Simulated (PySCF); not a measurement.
**PBE0 on Ag⁻ (silver, charge -1)**

Configuration: [Kr] 4d10 5s2, closed-shell 1S. Calculation: PySCF 2.14, in def2-QZVPPD with the def2 core potential (28 electrons); scalar relativity through the core potential.

| Quantity | Value |
| --- | --- |
| Total energy | -147.0081 hartree |
| One-electron energy | -265.7739 hartree |
| Hartree (Coulomb) energy | 133.0220 hartree |
| Exchange-correlation energy | -14.2562 hartree |
| ⟨S²⟩ | 0.0000 |
| ⟨L²⟩ | 0.000 |
| Sum of ⟨r⟩ | 29.95 bohr |
| Sum of ⟨r²⟩ | 69.08 bohr² |

```csv
shell,electrons,mean orbital energy (eV),"rms radius, mean of both spins (bohr)"
4s,2,-95.865,0.976
4p,6,-57.349,1.08
4d,10,-2.625,1.59
5s,2,0.619,4.17
```

Energies and moments cover only the electrons outside the core potential. At PBE0 the highest occupied level has a positive energy, so only the finite basis holds that electron; in a semilocal or global hybrid functional this comes from self-interaction and does not mean that the real anion is unbound.
